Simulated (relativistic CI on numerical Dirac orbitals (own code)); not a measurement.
**d1 to d9 in one octahedral field**

Computed with a parametric ligand-field model without spin-orbit coupling, by exact diagonalisation: B = 880, C = 3610, 10Dq = 8500 cm⁻¹ (Oh; |10Dq|/B = 9.7) for every shell. Energies in cm⁻¹; the field energy is (0.6 n_e − 0.4 n_t2) × 10Dq of the ground term; g labels are left out.

| Shell | Ground term | Electrons in e | Field energy | First spin-allowed bands | Lowest term of other spin |
| --- | --- | --- | --- | --- | --- |
| d1 | 2T2 | 0.000 | -3400 | 2E 8500 |  |
| d2 | 3T1 | 0.079 | -6125 | 3T2 7411, 3A2 15911 | 1T2 12982 |
| d3 | 4A2 | 0.000 | -10200 | 4T2 8500, 4T1 14062 | 2E 16674 |
| d4 | 5E | 1.000 | -5100 | 5T2 8500 | 3T1 12419 |
| d5 | ? | ? | ? | ? | ? |
| d6 | 5T2 | 2.000 | -3400 | 5E 8500 | 3T1 11757 |
| d7 | 4T1 | 2.079 | -6125 | 4T2 7411, 4A2 15911 | 2E 8692 |
| d8 | 3A2 | 2.000 | -10200 | 3T2 8500, 3T1 14062 | 1E 13755 |
| d9 | 2E | 3.000 | -5100 | 2T2 8500 |  |

Task: Fill in the row of d5.

Result: Ground term: 6A1; Electrons in e: 2.000; Field energy: 0; First spin-allowed bands: none; Lowest term of other spin: 4T1 20804. Every shell keeps the spin of the free ion. Only d4 to d7 can choose; the field needed to pair spins is smallest for d6 and largest for d5, which loses most exchange energy. In the strong-field picture 10Dq must exceed about 6B + 5C = 23330 (d4), 7.5B + 5C = 24650 (d5), 2.5B + 4C = 16640 (d6) and 4B + 4C = 17960 (d7); mixing of terms shifts these bounds somewhat. High-spin d^(n+5) repeats the spin-allowed bands of d^n, since the half-filled shell is spherical.
